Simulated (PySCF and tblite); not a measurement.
Results of a calculation; reference values are marked as such.
Stationary points of C₅H₁₃NSi at GFN2-xTB, in Å:

Structure A

```
 1 C    -0.195   -1.329    1.414
 2 Si   -0.537    0.026    0.104
 3 C    -1.092    1.623    0.974
 4 C    -1.830   -0.609   -1.139
 5 N     0.824    0.489   -0.861
 6 C     1.841   -0.317   -1.469
 7 C     2.185    0.725   -0.482
 8 H     0.566   -1.009    2.122
 9 H     0.158   -2.246    0.950
10 H    -1.084   -1.576    1.985
11 H    -1.309    2.404    0.253
12 H    -1.990    1.454    1.559
13 H    -0.327    1.999    1.645
14 H    -2.757   -0.866   -0.637
15 H    -2.056    0.145   -1.885
16 H    -1.481   -1.494   -1.662
17 H     2.022   -0.129   -2.521
18 H     1.927   -1.359   -1.182
19 H     2.516    0.421    0.505
20 H     2.614    1.658   -0.827
```

Structure B

```
 1 C    -0.277   -1.605    1.244
 2 Si   -0.540   -0.096    0.104
 3 C    -0.840    1.464    1.162
 4 C    -2.018   -0.398   -1.056
 5 N     0.822    0.126   -0.951
 6 C     2.161   -0.376   -0.850
 7 C     1.895    1.073   -0.887
 8 H     0.498   -1.423    1.982
 9 H     0.018   -2.474    0.664
10 H    -1.185   -1.861    1.779
11 H    -0.872    2.350    0.535
12 H    -1.783    1.407    1.696
13 H    -0.055    1.610    1.898
14 H    -2.930   -0.550   -0.488
15 H    -2.179    0.445   -1.720
16 H    -1.863   -1.277   -1.673
17 H     2.545   -0.866   -1.737
18 H     2.484   -0.828    0.082
19 H     2.029    1.656    0.017
20 H     2.089    1.622   -1.801
```

The path came from a restrained scan, a climbing-image band and a saddle search at GFN2-xTB; energies are PBE0/pcSseg-1 + D3(BJ)//GFN2-xTB, thermal terms GFN2-xTB.

Q: Which structure is a saddle point, and along which motion?

A: B: one imaginary mode (53i cm⁻¹ at GFN2-xTB, mostly on C7, C6, H19), along the rotation about the Si2–N5 bond (torsion C1–Si2–N5–C6 from 42° to -78°, falling).

Q: Give their symmetry and energies above the lowest.

A: A Cs, 0.0 kcal/mol; B Cs, 1.8 kcal/mol.

The barrier is low, and the GFN2-xTB saddle may lie off the DFT one, so take it as rough.
